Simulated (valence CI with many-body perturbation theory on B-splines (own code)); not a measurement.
## Sm55+: E2, E3, M2 decay

Computed by configuration interaction combined with many-body perturbation theory (CI+MBPT): five valence electrons over a frozen Dirac-Fock core [He], a basis of 11 s, 11 p, 10 d, 8 f, 5 g, 2 h functions for each j, with the one-electron correlation potential Σ1 (screened to all orders), the two-electron term Σ2, the three-electron term Σ3, Breit, model QED; selected single and double excitations, second order for the rest, scaled by the run's own slope (own B-spline code, finite nucleus).

No measured spectrum was set against this ion. As an estimate, large intervals hold to a few tenths of a per cent, small ones and those within an open d or f shell to about a per cent. Among the levels kept, up to 7200 cm⁻¹ of a level comes from second order outside the variational space, and about a tenth of that is noise between levels of different J, which matters for small intervals.

Lines 51 to 94 of 94 in falling wavelength, among levels below 609.87 Ry, chosen from the decays that carry over 1 % of a level's rate. Wavelengths and rates use the calculated energies. Electric multipoles are in the length gauge, E1 and E2 with the static RPA response of the core. S is in atomic units (e²a₀⁴ for E2 and M2, e²a₀⁶ for E3), for M1 in squared Bohr magnetons. Weak lines are less certain than strong ones. Lines between different terms over intervals too small for the method are left out, as are lines whose strength nearly cancels. The highest levels of a list are the least certain.

Levels are named by their leading jj configuration (3d3/2^4 stands for four electrons in 3d with j = 3/2), which in mixed levels can hold well under half, so a name can repeat and another be missing. Letters in brackets count levels of one name in rising energy.

```
λ vac (nm)                               Upper                       Lower  Type   A (s⁻¹)  S (a.u.)
    0.1841      (2s 2p1/2^2 2p3/2 3d5/2) J=9/2  (2s^2 2p1/2 2p3/2^2) J=5/2    E2  1.64e+09  3.10e-07
    0.1792          (2s^2 2p3/2^2 3d5/2) J=9/2  (2s 2p1/2^2 2p3/2^2) J=5/2    E2  4.82e+09  7.95e-07
    0.1780  (2s 2p1/2 2p3/2^2 3p3/2) J=7/2 [a]  (2s 2p1/2^2 2p3/2^2) J=5/2    E2  1.71e+11  2.19e-05
    0.1774  (2s 2p1/2 2p3/2^2 3p3/2) J=1/2 [b]  (2s 2p1/2^2 2p3/2^2) J=3/2    E2  3.03e+11  9.50e-06
    0.1770      (2s 2p1/2 2p3/2^2 3p3/2) J=9/2  (2s 2p1/2^2 2p3/2^2) J=5/2    E2  4.80e+11  7.43e-05
    0.1769  (2s^2 2p1/2 2p3/2 3p3/2) J=1/2 [a]  (2s^2 2p1/2^2 2p3/2) J=3/2    E2  1.55e+11  4.80e-06
    0.1768  (2s^2 2p1/2 2p3/2 3p3/2) J=5/2 [a]  (2s^2 2p1/2^2 2p3/2) J=3/2    E2  1.26e+11  1.16e-05
    0.1767  (2s^2 2p1/2 2p3/2 3p3/2) J=3/2 [a]  (2s^2 2p1/2^2 2p3/2) J=3/2    E2  4.01e+11  2.46e-05
    0.1765      (2s^2 2p1/2 2p3/2 3p3/2) J=7/2  (2s^2 2p1/2^2 2p3/2) J=3/2    E2  4.35e+11  5.32e-05
    0.1765          (2s^2 2p3/2^2 3p3/2) J=1/2  (2s^2 2p1/2 2p3/2^2) J=5/2    E2  3.76e+11  1.15e-05
    0.1763          (2s^2 2p3/2^2 3p3/2) J=5/2  (2s^2 2p1/2 2p3/2^2) J=5/2    E2  2.95e+11  2.69e-05
    0.1763          (2s^2 2p3/2^2 3p3/2) J=7/2  (2s^2 2p1/2 2p3/2^2) J=5/2    E2  1.90e+11  2.31e-05
    0.1759  (2s^2 2p1/2 2p3/2 3p3/2) J=5/2 [b]  (2s^2 2p1/2^2 2p3/2) J=3/2    E2  3.06e+11  2.76e-05
    0.1758          (2s^2 2p3/2^2 3p3/2) J=5/2  (2s^2 2p1/2 2p3/2^2) J=3/2    E2  1.60e+11  1.44e-05
    0.1757          (2s^2 2p3/2^2 3p3/2) J=7/2  (2s^2 2p1/2 2p3/2^2) J=3/2    E2  3.28e+11  3.92e-05
    0.1757      (2s^2 2p3/2^2 3p3/2) J=3/2 [b]  (2s^2 2p1/2 2p3/2^2) J=1/2    E2  3.92e+11  2.34e-05
    0.1732      (2s^2 2p1/2 2p3/2 3d5/2) J=9/2  (2s^2 2p1/2^2 2p3/2) J=3/2    E3  2.10e+09  3.13e-06
    0.1731          (2s^2 2p3/2^2 3d5/2) J=9/2  (2s^2 2p1/2 2p3/2^2) J=5/2    M2  7.03e+09  9.76e-07
    0.1731          (2s^2 2p3/2^2 3d5/2) J=9/2  (2s^2 2p1/2 2p3/2^2) J=5/2    E3  8.19e+08  1.21e-06
    0.1726          (2s^2 2p3/2^2 3d5/2) J=9/2  (2s^2 2p1/2 2p3/2^2) J=3/2    E3  1.67e+09  2.42e-06
    0.1693  (2s 2p1/2^2 2p3/2 3d3/2) J=5/2 [a]  (2s^2 2p1/2^2 2p3/2) J=3/2    E2  8.81e+11  6.56e-05
    0.1691      (2s 2p1/2^2 2p3/2 3d3/2) J=7/2  (2s^2 2p1/2^2 2p3/2) J=3/2    E2  1.19e+12  1.18e-04
    0.1691       (2p1/2^2 2p3/2^2 3d3/2) J=3/2  (2s 2p1/2^2 2p3/2^2) J=3/2    E2  4.97e+11  2.45e-05
    0.1691       (2p1/2^2 2p3/2^2 3d3/2) J=5/2  (2s 2p1/2^2 2p3/2^2) J=3/2    E2  5.60e+11  4.15e-05
    0.1691  (2s 2p1/2 2p3/2^2 3d5/2) J=9/2 [a]  (2s^2 2p1/2 2p3/2^2) J=5/2    E2  3.24e+11  3.99e-05
    0.1691       (2p1/2^2 2p3/2^2 3d3/2) J=7/2  (2s 2p1/2^2 2p3/2^2) J=3/2    E2  1.56e+12  1.53e-04
    0.1689      (2s 2p1/2 2p3/2^2 3d3/2) J=9/2  (2s^2 2p1/2 2p3/2^2) J=5/2    E2  1.29e+12  1.59e-04
    0.1684  (2s 2p1/2 2p3/2^2 3d3/2) J=5/2 [c]  (2s^2 2p1/2 2p3/2^2) J=1/2    E2  6.07e+11  4.40e-05
    0.1684  (2s 2p1/2 2p3/2^2 3d5/2) J=7/2 [a]  (2s^2 2p1/2 2p3/2^2) J=3/2    E2  1.32e+12  1.28e-04
    0.1680  (2s 2p1/2 2p3/2^2 3d5/2) J=9/2 [b]  (2s^2 2p1/2 2p3/2^2) J=5/2    E2  1.23e+12  1.47e-04
    0.1675  (2s 2p1/2^2 2p3/2 3d3/2) J=5/2 [b]  (2s^2 2p1/2^2 2p3/2) J=3/2    E2  8.35e+11  5.91e-05
    0.1675  (2s 2p1/2 2p3/2^2 3d3/2) J=5/2 [c]  (2s^2 2p1/2 2p3/2^2) J=5/2    E2  1.34e+12  9.48e-05
    0.1672  (2s 2p1/2 2p3/2^2 3d3/2) J=7/2 [c]  (2s^2 2p1/2 2p3/2^2) J=5/2    E2  3.32e+12  3.10e-04
    0.1672       (2p1/2^2 2p3/2^2 3d3/2) J=3/2  (2s 2p1/2^2 2p3/2^2) J=5/2    E2  2.21e+12  1.03e-04
    0.1672       (2p1/2^2 2p3/2^2 3d3/2) J=5/2  (2s 2p1/2^2 2p3/2^2) J=5/2    E2  2.19e+12  1.53e-04
    0.1671      (2s 2p1/2^2 2p3/2 3d5/2) J=1/2  (2s^2 2p1/2^2 2p3/2) J=3/2    E2  5.26e+12  1.22e-04
    0.1671       (2p1/2^2 2p3/2^2 3d3/2) J=7/2  (2s 2p1/2^2 2p3/2^2) J=5/2    E2  1.17e+12  1.09e-04
    0.1671       (2p1/2^2 2p3/2^2 3d3/2) J=1/2  (2s 2p1/2^2 2p3/2^2) J=5/2    E2  2.43e+12  5.64e-05
    0.1670  (2s 2p1/2 2p3/2^2 3d3/2) J=5/2 [c]  (2s^2 2p1/2 2p3/2^2) J=3/2    E2  5.13e+11  3.57e-05
    0.1668  (2s 2p1/2 2p3/2^2 3d5/2) J=3/2 [d]  (2s^2 2p1/2 2p3/2^2) J=1/2    E2  2.98e+12  1.37e-04
    0.1664  (2s 2p1/2^2 2p3/2 3d5/2) J=7/2 [b]  (2s^2 2p1/2^2 2p3/2) J=3/2    E2  2.14e+12  1.95e-04
    0.1662  (2s 2p1/2 2p3/2^2 3d5/2) J=9/2 [c]  (2s^2 2p1/2 2p3/2^2) J=5/2    E2  2.74e+12  3.11e-04
    0.1661  (2s 2p1/2 2p3/2^2 3d5/2) J=7/2 [d]  (2s^2 2p1/2 2p3/2^2) J=5/2    E2  7.50e+11  6.78e-05
    0.1660  (2s 2p1/2 2p3/2^2 3d5/2) J=7/2 [c]  (2s^2 2p1/2 2p3/2^2) J=3/2    E2  2.48e+12  2.23e-04
```
